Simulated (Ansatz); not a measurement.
System: C3H4S, charge 0, singlet. C3H4S (SMILES C#CCS).
B3LYP-D3(BJ)/def2-TZVP minimum from Ansatz (a first-principles code):
```xyz
8

C     -2.3193    -0.2180     0.3039
C     -1.1956    -0.4423    -0.0487
C      0.1683    -0.6959    -0.4652
S      1.2659     0.6492     0.1642
H     -3.3162    -0.0228     0.6145
H      0.2303    -0.7258    -1.5531
H      0.5120    -1.6509    -0.0673
H      2.3984     0.1503    -0.3611
```
Charge 0, spin multiplicity 1.

Atomisation energy term by term, kcal/mol (programs: Ansatz). Open shells are spin-unrestricted; no spin-orbit coupling. Cores are frozen in correlated methods. Rows without X2C or -DK are non-relativistic. CBS(X,Y): correlation extrapolated as X^-3, Hartree-Fock from the larger set. A bracket is a step between two methods taken in the basis named. '+ core + X2C': CCSD(T) terms for core correlation (cc-pwCVTZ, 1s frozen past Ne) and scalar relativity (cc-pVTZ-DK). For partners of very few electrons the exact lower level stands in for a higher one.

| term | basis | kcal/mol |
|---|---|---|
| Hartree-Fock | cc-pV(Q+d)Z | 544.93 |
| CCSD correlation | CBS(cc-pV(T+d)Z,cc-pV(Q+d)Z) | 195.60 |
| (T) | CBS(cc-pV(T+d)Z,cc-pV(Q+d)Z) | 15.83 |
| CCSDT(Q) - CCSD(T) | cc-pV(D+d)Z | 0.71 |
| core correlation | cc-pwCVTZ | 3.87 |
| scalar relativity | X2C, cc-pVTZ-DK | -0.82 |
| sum: De |  | 760.1 |
